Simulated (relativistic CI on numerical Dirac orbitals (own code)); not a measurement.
## Line list: Electric-dipole lines, Bi XLVI

These numbers are calculated, not measured: Dirac-Coulomb-Breit CI, orbitals from a KLI potential per configuration, model QED, unscaled Slater integrals (own radial code, finite nucleus).

Configurations in the expansion (outside the closed core [Ar] 3d10): 4s2 4p6 4d2, 4s2 4p6 4d 4f, 4s2 4p5 4d3, 4s 4p6 4d3, 4s2 4p5 4d2 4f, 4s 4p6 4d2 4f, 4s2 4p6 4d 5s, 4s2 4p6 4f 5s, 4s2 4p6 4d 5p, 4s2 4p6 4f2, 4s2 4p5 4f3, 4s 4p6 4f3, 4s2 4p6 4f 5p, 4s2 4p5 4f2 5p, 4s 4p6 4f2 5p. Double excitations out of closed p, d and f shells are left out; levels of such configurations are missing from the list, as are those of other unlisted configurations, and high levels can miss mixing partners.

```
λ vac (Å)                 Lower                     Upper   A (s⁻¹)  log gf  S velocity/length
   31.648  4s2 4p6 4d2 1G_4 [6]   4s2 4p5 4d3 1F°_3 [118]  2.50e+12    0.42               0.85
   31.689  4s2 4p6 4d2 1G_4 [6]   4s2 4p5 4d3 1G°_4 [117]  5.74e+12    0.89               0.77
   31.961  4s2 4p6 4d2 1D_2 [8]   4s2 4p5 4d3 3D°_3 [145]  3.20e+12    0.54               0.83
   31.996  4s2 4p6 4d2 3F_4 [7]   4s2 4p5 4d3 3D°_3 [140]  3.44e+12    0.57               0.83
   31.999  4s2 4p6 4d2 1D_2 [8]   4s2 4p5 4d3 3P°_2 [144]  4.18e+12    0.51               0.84
   32.032  4s2 4p6 4d2 3F_3 [3]   4s2 4p5 4d3 3D°_2 [110]  2.74e+12    0.32               0.85
   32.090  4s2 4p6 4d2 3F_4 [7]   4s2 4p5 4d3 3G°_5 [139]  4.44e+12    0.88               0.82
   32.156  4s2 4p6 4d2 3F_4 [7]   4s2 4p5 4d3 3F°_4 [136]  4.59e+12    0.81               0.79
   32.849  4s2 4p6 4d2 3F_2 [1]   4s2 4p5 4d3 3F°_2 [102]  4.01e+12    0.51               0.82
   33.598  4s2 4p6 4d2 3F_3 [3]   4s2 4p5 4d3 3G°_4 [108]  1.31e+12    0.30               0.82
   34.060  4s2 4p6 4d2 1G_4 [6]   4s2 4p5 4d3 1H°_5 [109]  1.54e+12    0.47               0.82
   41.841  4s2 4p6 4d2 3F_2 [1]  4s2 4p6 4d 4f 3G°_3 [75]  2.95e+12    0.73               0.85
   42.947  4s2 4p6 4d2 3F_3 [3]  4s2 4p6 4d 4f 3F°_3 [90]  1.11e+12    0.33               0.83
   42.993  4s2 4p6 4d2 3F_3 [3]  4s2 4p6 4d 4f 3G°_4 [89]  1.67e+12    0.62               0.88
   43.664  4s2 4p6 4d2 3P_2 [4]  4s2 4p6 4d 4f 3F°_3 [90]  1.31e+12    0.42               0.85
   43.727  4s2 4p6 4d2 1G_4 [6]  4s2 4p6 4d 4f 3G°_5 [91]  1.78e+12    0.75               0.91
   47.385  4s2 4p6 4d2 3F_4 [7]  4s2 4p6 4d 4f 1H°_5 [97]  9.85e+11    0.56               0.97
   47.476  4s2 4p6 4d2 3F_4 [7]    4s2 4p5 4d3 3F°_4 [96]  1.62e+12    0.69               0.76
   47.528  4s2 4p6 4d2 1D_2 [8]  4s2 4p6 4d 4f 1F°_3 [99]  1.32e+12    0.50               0.81
   47.747  4s2 4p6 4d2 3F_4 [7]    4s2 4p5 4d3 3D°_3 [95]  1.25e+12    0.47               0.81
```

Terms are leading LS components. Brackets give the number of a level in order of energy, since labels repeat. The list gives strong lines, with weight on those to low levels, among the lowest 200 of 1718 levels, so that lines to higher ones, which can be the strongest, are missing. Levels whose partners in the same complex of configurations lie outside the list can be far off, and so can their lines. Rates are taken at the computed energies, electric ones in the length gauge. A velocity-to-length ratio far from 1 marks an uncertain rate.

At this charge energies of transitions that change n are usually good to better than 1 %, and those within a shell (Δn = 0) to a few per cent.

LS names give the leading component of a level, which can be under half, so a name can repeat, a term be missing and a line seem to break the LS rules.
